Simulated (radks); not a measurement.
Values are calculated unless marked as measured or tabulated.
Problem. Spherical quantum dot in the effective-mass picture: electrons in a well V = -V0 / (1 + exp((r - R)/a)) with V0 = 18.9, R = 3.45, a = 0.34, with a point charge +1 (a donor) at the centre, all in effective atomic units (hartree* = m*/eps^2 hartree, bohr* = eps/m* bohr), one dielectric constant everywhere. Level of theory: non-relativistic Kohn-Sham, PBEsol, spin-polarised, spherical densities (a radial shooting solver with Libxc functionals). Levels are named by radial order and angular momentum (1s, 1p, 1d, 2s, ...), and open shells are averaged over m. At N = 14 the configuration is 1s2 1p6 1d(up 5, down 1). Does electron 15 go into 2s up or 2s down or 1d down?

Solution. Into 1d down. The total energies of the other choices lie higher by 0.120 hartree* (2s up), 0.155 hartree* (2s down).
